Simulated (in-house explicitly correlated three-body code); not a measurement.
Computed with an exponentially correlated three-body code. Model: two electrons around a point charge, non-relativistic, variational in 260 exponentially correlated functions (energies converged to about 1e-7 hartree, or 1e-8 relative for large Z).

For this charge the correlation energy is taken as exact minus Hartree-Fock, from which it differs by microhartrees, and the kinetic parts follow from it.

For two electrons in a singlet the Kohn-Sham orbital is the square root of half the density, so the exact Kohn-Sham potential and energy parts follow from the density alone, and exchange is minus half the Hartree energy. The Kohn-Sham level equals minus the binding energy of the second electron.

Command:
```bash
python run_hyl.py task.json out
```
Settings (lengths in bohr, energies in hartree):
```
Z                      6.3
interaction_strength   1
functions              260
states_tried           13
```

Time taken, with all properties: 58 s on 1 thread of Intel(R) Xeon(R) Platinum 8175M CPU @ 2.50GHz (Skylake/Cascade Lake), with other jobs on the host.

**Those bound S and P states to n = 4 that converged, binding against the one-electron ion.**

Given: nuclear charge 6.3.

Computed: one-electron threshold -19.845 hartree.

| term | energy (hartree) | binding (eV) | quantum defect |
| --- | --- | --- | --- |
| 1 1S | -35.9088126 | 437.12 | 0.064946 |
| 2 3S | -23.6705782 | 104.1 | 0.083926 |
| 2 3P | -23.4600803 | 98.371 | 0.028931 |
| 2 1S | -23.4587946 | 98.336 | 0.02858 |
| 2 1P | ? | ? | ? |
| 3 3S | ? | ? | ? |
| 3 1S | -21.4362211 | 43.299 | 0.029048 |
| 3 3P | -21.4354123 | 43.277 | 0.028293 |
| 3 1P | -21.3965248 | 42.219 | -0.0087182 |
| 4 3S | -20.7584596 | 24.857 | 0.078825 |
| 4 1S | -20.7357859 | 24.24 | 0.029235 |
| 4 3P | -20.7352619 | 24.225 | 0.028066 |
| 4 1P | -20.7191868 | 23.788 | -0.0082864 |

What belongs in the row 2 1P?

energy (hartree): -23.3218396; binding (eV): 94.61; quantum defect: -0.0098727.

What belongs in the row 3 3S?

energy (hartree): -21.4922657; binding (eV): 44.824; quantum defect: 0.080026.

**Converged states only, values per electron or pair.**

```csv
term,mean r (bohr),mean r squared (bohr²),mean inverse r (1/bohr),mean r12 (bohr),mean inverse r12 (1/bohr),mean cosine,mean p1 dot p2 (bohr⁻²),delta r1 (bohr⁻³),delta r12 (bohr⁻³)
1 1S,0.25327,0.086241,5.9876,0.375,3.6262,-0.02103,0.72515,71.515,7.229
2 3S,?,?,?,?,?,?,?,?,-
2 3P,0.5748,0.53732,3.8244,0.96479,1.267,-0.06903,-2.224,39.378,-
2 1S,0.66956,0.74471,3.8217,1.129,1.2359,-0.0099541,0.0621,43.183,1.1727
2 1P,0.59602,0.58349,3.8079,0.97536,1.336,0.040144,2.0807,39.885,0.28222
3 3S,1.3278,3.3549,3.4531,2.4336,0.52461,-0.0022389,0.015349,40.849,-
3 1S,?,?,?,?,?,?,?,?,?
3 3P,1.2747,3.1163,3.4478,2.3309,0.57144,-0.0171,-0.52819,39.691,-
3 1P,1.3051,3.2795,3.4433,2.3843,0.59301,0.0099992,0.54361,39.81,0.092652
4 3S,2.2964,10.703,3.3192,4.3636,0.30514,-0.00096405,0.0063912,40.231,-
4 1S,2.3501,11.239,3.3169,4.4699,0.32107,-0.0013707,0.0082221,40.209,0.14365
4 3P,2.2575,10.413,3.317,4.287,0.3239,-0.0067929,-0.20662,39.754,-
4 1P,2.2977,10.807,3.3152,4.3646,0.33307,0.0039623,0.21942,39.8,0.040344
```

What belongs in the row 2 3S?

mean r (bohr): 0.64214; mean r squared (bohr²): 0.67512; mean inverse r (1/bohr): 3.8435; mean r12 (bohr): 1.085; mean inverse r12 (1/bohr): 1.0864; mean cosine: -0.0068702; mean p1 dot p2 (bohr⁻²): 0.052865; delta r1 (bohr⁻³): 43.5.

What belongs in the row 3 1S?

mean r (bohr): 1.368; mean r squared (bohr²): 3.5825; mean inverse r (1/bohr): 3.4474; mean r12 (bohr): 2.5115; mean inverse r12 (1/bohr): 0.56423; mean cosine: -0.0031801; mean p1 dot p2 (bohr⁻²): 0.019203; delta r1 (bohr⁻³): 40.782; delta r12 (bohr⁻³): 0.34322.

**Exact Kohn-Sham parts of the ground state from its density.**

Computed: total energy -35.9088126 hartree; Kohn-Sham kinetic 35.865 hartree; Hartree energy 7.4293 hartree; kinetic part of the DFT correlation energy 0.04334 hartree; potential part of the DFT correlation energy -0.08847 hartree; exact minus restricted Hartree-Fock -0.045129 hartree; restricted Hartree-Fock level -437.41 eV; dipole polarisability 0.0072799 bohr³; C6 of two such species 0.0005891 hartree·bohr⁶.

What is the Kohn-Sham level?

-437.12 eV.

What is the exchange energy?

-3.7147 hartree.

**Functionals on the exact density and self-consistent, errors are functional minus exact, hybrids only self-consistent, a dash where a self-consistent run leaves the top level unbound.**

```json
{"result": "BLYP", "exchange error (millihartree)": "24.757", "correlation error (millihartree)": "-4.9617", "functional driven error (millihartree)": "19.795", "density driven error (millihartree)": "-1.4764", "self consistent total error (millihartree)": "18.318", "top level plus exact binding (eV)": "35.702"}
{"result": "LDA PW92", "exchange error (millihartree)": "524.86", "correlation error (millihartree)": "-130.63", "functional driven error (millihartree)": "394.23", "density driven error (millihartree)": "-2.4984", "self consistent total error (millihartree)": "391.73", "top level plus exact binding (eV)": "39.506"}
{"result": "PW91", "exchange error (millihartree)": "58.306", "correlation error (millihartree)": "-12.543", "functional driven error (millihartree)": "45.763", "density driven error (millihartree)": "-1.3729", "self consistent total error (millihartree)": "44.39", "top level plus exact binding (eV)": "35.936"}
{"result": "PBEsol", "exchange error (millihartree)": "229.07", "correlation error (millihartree)": "-15.631", "functional driven error (millihartree)": "213.44", "density driven error (millihartree)": "-1.3677", "self consistent total error (millihartree)": "212.07", "top level plus exact binding (eV)": "38"}
{"result": "PBE", "exchange error (millihartree)": "?", "correlation error (millihartree)": "?", "functional driven error (millihartree)": "?", "density driven error (millihartree)": "?", "self consistent total error (millihartree)": "?", "top level plus exact binding (eV)": "?"}
{"result": "AM05", "exchange error (millihartree)": "405.53", "correlation error (millihartree)": "-108.11", "functional driven error (millihartree)": "297.41", "density driven error (millihartree)": "-1.6782", "self consistent total error (millihartree)": "295.73", "top level plus exact binding (eV)": "39.054"}
{"result": "M06-L", "exchange error (millihartree)": "-41.754", "correlation error (millihartree)": "-9.7556", "functional driven error (millihartree)": "-51.51", "density driven error (millihartree)": "-2.3287", "self consistent total error (millihartree)": "-53.839", "top level plus exact binding (eV)": "31.942"}
{"result": "LDA VWN5", "exchange error (millihartree)": "?", "correlation error (millihartree)": "?", "functional driven error (millihartree)": "?", "density driven error (millihartree)": "?", "self consistent total error (millihartree)": "?", "top level plus exact binding (eV)": "?"}
{"result": "revTPSS", "exchange error (millihartree)": "-3.2156", "correlation error (millihartree)": "-5.3076", "functional driven error (millihartree)": "-8.5232", "density driven error (millihartree)": "-0.22773", "self consistent total error (millihartree)": "-8.7509", "top level plus exact binding (eV)": "33.024"}
{"result": "TPSS", "exchange error (millihartree)": "-3.7454", "correlation error (millihartree)": "-3.0583", "functional driven error (millihartree)": "-6.8037", "density driven error (millihartree)": "-0.34765", "self consistent total error (millihartree)": "-7.1513", "top level plus exact binding (eV)": "33.569"}
```

What belongs in the row PBE?

exchange error (millihartree): 69.47; correlation error (millihartree): -2.1521; functional driven error (millihartree): 67.318; density driven error (millihartree): -1.3379; self consistent total error (millihartree): 65.98; top level plus exact binding (eV): 36.353.

What belongs in the row LDA VWN5?

exchange error (millihartree): 524.86; correlation error (millihartree): -131.57; functional driven error (millihartree): 393.29; density driven error (millihartree): -2.4958; self consistent total error (millihartree): 390.79; top level plus exact binding (eV): 39.493.

The density-driven part is never positive, since each functional's own density lowers its energy. Here it is small beside the functional-driven part (median ratio 0.023), the normal case.
